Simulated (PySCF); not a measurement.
The same groups moved round the core (propene boryl). All species are isolated molecules in the gas phase. One relaxed conformer stands for each flexible species; it need not be the lowest. Strings in code marks are SMILES.

The T1 excitation (TDA) from two functionals at the same geometries (PBE0-D4/def2-TZVP), both in PySCF: PBE-D3(BJ)/def2-TZVP and B3LYP-D3(BJ)/def2-TZVP. B3LYP has the VWN-RPA correlation part, as in Gaussian. Excitations are Tamm–Dancoff values on a coarser integration grid. The basis has no diffuse functions, so Rydberg states are missing or too high.

| species | B3LYP-D3(BJ)/def2-TZVP (eV) |
|---|---|
| `BC(=C)C` | 3.41 |
| `C(/C)=C\B` | 3.60 |
| `C(=C/C)/B` | 3.44 |
| `BCC=C` | 4.28 |

Problem. What does PBE-D3(BJ)/def2-TZVP give for each?

Solution. 
- `BC(=C)C`: 3.30
- `C(/C)=C\B`: 3.53
- `C(=C/C)/B`: 3.36
- `BCC=C`: 3.65
Over these rows, drawn at random from the members with no instability flagged (it was tested for open shells, ions and some series alone), PBE minus B3LYP-D3(BJ): mean -0.22 eV, from -0.63 eV to -0.07 eV.
